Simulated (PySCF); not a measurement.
Job for PySCF: R-M06-2X/def2-TZVPP on BH4NO2 (SMILES NB(O)O), a point of a torsion scan.

```python
from pyscf import gto, dft

mol = gto.M(
    atom='''
    N     1.15312782   -0.05619683    0.19189834
    B    -0.19781646    0.05909226   -0.18818973
    O    -0.97770388    1.13565138    0.15303386
    O    -0.75118022   -0.94316756   -0.92651867
    H     1.65707404    0.62055159    0.73320673
    H     1.69989831   -0.85372264   -0.07111650
    H    -0.53753724    1.80650060    0.66983887
    H    -1.66897863   -0.77265461   -1.13371687
    ''',
    basis='def2-tzvpp',
    charge=0, spin=0, verbose=4, max_memory=1800)
mf = dft.RKS(mol, xc='m062x').density_fit(auxbasis='def2-universal-jkfit')
mf.grids.level = 4
mf.conv_tol = 1e-9
mf.max_cycle = 150
mf.kernel()
mf.dip_moment()
```

The head of its log:

```
PySCF version 2.14.0

[INPUT] verbose = 4
[INPUT] num. atoms = 8
[INPUT] num. electrons = 32
[INPUT] charge = 0
[INPUT] spin (= nelec alpha-beta = 2S) = 0
[INPUT] symmetry False subgroup None
[INPUT] Mole.unit = angstrom
[INPUT] Symbol           X                Y                Z      unit          X                Y                Z       unit  Magmom
[INPUT]  1 N      1.153127820000  -0.056196830000   0.191898340000 AA    2.179095766417  -0.106196617769   0.362635306359 Bohr   0.0
[INPUT]  2 B     -0.197816460000   0.059092260000  -0.188189730000 AA   -0.373818932331   0.111668187482  -0.355627049156 Bohr   0.0
[INPUT]  3 O     -0.977703880000   1.135651380000   0.153033860000 AA   -1.847592564125   2.146070081184   0.289192083185 Bohr   0.0
[INPUT]  4 O     -0.751180220000  -0.943167560000  -0.926518670000 AA   -1.419524885991  -1.782328377974  -1.750866535596 Bohr   0.0
[INPUT]  5 H      1.657074040000   0.620551590000   0.733206730000 AA    3.131416103727   1.172672551263   1.385559912388 Bohr   0.0
[INPUT]  6 H      1.699898310000  -0.853722640000  -0.071116500000 AA    3.212342245511  -1.613301975941  -0.134390707938 Bohr   0.0
[INPUT]  7 H     -0.537537240000   1.806500600000   0.669838870000 AA   -1.015798165355   3.413791377862   1.265812011888 Bohr   0.0
[INPUT]  8 H     -1.668978630000  -0.772654610000  -1.133716870000 AA   -3.153912518452  -1.460105601783  -2.142414387099 Bohr   0.0

nuclear repulsion = 117.062429570776
number of shells = 68
number of NR pGTOs = 248
number of NR cGTOs = 180
basis = def2-tzvpp
ecp = {}


******** <class 'pyscf.df.df_jk.DFRKS'> ********
method = DFRKS
initial guess = minao
damping factor = 0
level_shift factor = 0
DIIS = <class 'pyscf.scf.diis.CDIIS'>
diis_start_cycle = 1
diis_space = 8
diis_damp = 0
SCF conv_tol = 1e-09
SCF conv_tol_grad = None
SCF max_cycles = 150
direct_scf = False
XC library pyscf.dft.libxc version 7.1.2
    S. Lehtola, C. Steigemann, M. J. T. Oliveira, and M. A. L. Marques,  SoftwareX 7, 1–5 (2018)
XC functionals = m062x
    Y. Zhao and D. G. Truhlar,  Theor. Chem. Acc. 120, 215 (2008)
    Y. Zhao and D. G. Truhlar,  Theor. Chem. Acc. 120, 215 (2008)
radial grids:
    Treutler-Ahlrichs [JCP 102, 346 (1995); DOI:10.1063/1.469408] (M4) radial grids

becke partition: Becke, JCP 88, 2547 (1988); DOI:10.1063/1.454033
pruning grids: <function nwchem_prune>
grids dens level: 4
symmetrized grids: False
atomic radii adjust function: <function treutler_atomic_radii_adjust>
small_rho_cutoff = 0
Set gradient conv threshold to 3.16228e-05
Initial guess from minao.
tot grids = 175336
******** <class 'pyscf.df.df.DF'> ********
auxbasis = def2-universal-jkfit
init E= -233.120211205825
  HOMO = -0.334734221137278  LUMO = -0.004861532280934  gap/eV = 8.97629
cycle= 1 E= -232.50979421831  delta_E= 0.61  |g|= 0.801  |ddm|= 2.07
  HOMO = -0.261878306381201  LUMO = 0.0463473857381231  gap/eV = 8.38725
cycle= 2 E= -232.501992563166  delta_E= 0.0078  |g|= 0.885  |ddm|= 0.857
  HOMO = -0.330122049015944  LUMO = 0.0390328129662336  gap/eV = 10.04522
```

Q: Predict the final total energy.

A: -232.6295 hartree.
